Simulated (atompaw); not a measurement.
# titanium: one change to a PAW (atompaw) potential, before and after

atompaw 4.2.0.5 input, output lines left out:

```
Ti 22
GGA-PBE scalarrelativistic loggrid 1500 logderivrange -2 5 176
4 4 3 0 0 0
4 1 0
3 2 2
0 0 0
c
c
c
v
c
c
v
v
2
2.75 2.75 2.40 2.20
y
2.75
n
y
0.5
n
y
3.45
n
custom rrkj vanderbiltortho besselshape
3 0.5 troulliermartins
2.65
2.75
2.75
2.75
2.20
2.75
```

Change: local potential troulliermartins scheme with l = 3 at 0.5 Ry, radius 1.46 bohr.

Cutoffs: the cutoffs (Ry, on a coarse ladder) from which the occupation-weighted sum of valence levels, in a spherical-Bessel basis at the reference potential, stays within 10 and 1 mRy of its value at 400 Ry; they do not see the model core or the augmentation charge, which bear on the density cutoff.

Question: What does the change do?

Answer: The potential gets harder (18 Ry and 21 Ry → 18 Ry and 25 Ry); a bound ghost appears in p, s, which as a rule spoils a file; the range in which the s phases agree widens (upper end 2.2 → 4.5). A state that the projectors do not describe sees the local part alone, so a deeper or shallower local part can create or remove a ghost.

| quantity | base | changed |
| --- | --- | --- |
| cutoff, loose | 18 Ry | 18 Ry |
| cutoff, tight | 21 Ry | 25 Ry |
| bound ghosts | none | s, p |
| s: phases at 2.76 bohr within 0.05 rad from the reference energy up to (Ry; the scan ends near 5) | 2.2 | 4.5 |
| p: phases at 2.76 bohr within 0.05 rad from the reference energy up to (Ry; the scan ends near 5) | 4.1 | 4.7 |
| d: phases at 2.76 bohr within 0.05 rad from the reference energy up to (Ry; the scan ends near 5) | 0.2 | 1.0 |
| lowest overlap eigenvalue by channel | s 0.82, p 0.67, d 0.68 | s 0.59, p 0.66, d 0.66 |

 A true bound ghost makes a file unfit for plane-wave use even where its test errors are small: the radial tests pick states by their node count and pass the ghost by. The cutoffs see the waves, projectors and local potential, not the compensation charge or the core.
